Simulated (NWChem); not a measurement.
Species: CH$_{3}$BF$_{2}$O; SMILES OCB(F)F

```xyz
8

O      0.1199    -1.9500     0.1295
C     -0.7210    -0.8435    -0.0637
B     -0.0206     0.5563     0.0120
F     -0.7108     1.6797     0.0337
F      1.2979     0.6567     0.0151
H      0.9586    -1.7728    -0.3081
H     -1.2773    -0.8887    -1.0285
H     -1.5150    -0.8744     0.7038
```
Atoms are numbered in this order, from 1.

All runs: NWChem. Geometry: optimised at PBE0/def2-SVP. Atomic charges in e: unrestrained fits to the electrostatic potential beside Mulliken populations; buried atoms are poorly determined by the fit.

Task: Estimate the computed values for B3LYP/def2-SVP. Quantities: ESP O1; Mulliken O1; ESP C2; Mulliken C2; ESP B3; Mulliken B3; ESP F4; Mulliken F4; ESP F5; Mulliken F5; relative RMS misfit of the potential (%).

Result: 
| Item | Value |
|---|---|
| ESP O1 | -0.58 |
| Mulliken O1 | -0.31 |
| ESP C2 | 0.16 |
| Mulliken C2 | 0.12 |
| ESP B3 | 0.59 |
| Mulliken B3 | 0.15 |
| ESP F4 | -0.29 |
| Mulliken F4 | -0.09 |
| ESP F5 | -0.26 |
| Mulliken F5 | -0.10 |
| relative RMS misfit of the potential (%) | 23 |
